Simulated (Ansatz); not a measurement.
Harmonic frequencies (cm⁻¹) at PBE0-D4/def2-TZVP from Ansatz: 62, 69, 132, 158, 198, 249, 331, 485, 566, 709, 722, 789, 818, 894, 976, 991, 1350, 1465, 1476, 2268, 2702, 3075, 3172, 3174.

Each molecule was computed in one conformer, which needn't be the lowest.

Q: Which molecule is it?
A. `N=C1CC1F`
B. `N=CN=CF`
C. `C=NCO`
D. `CS[SiH](F)S`

A: D.
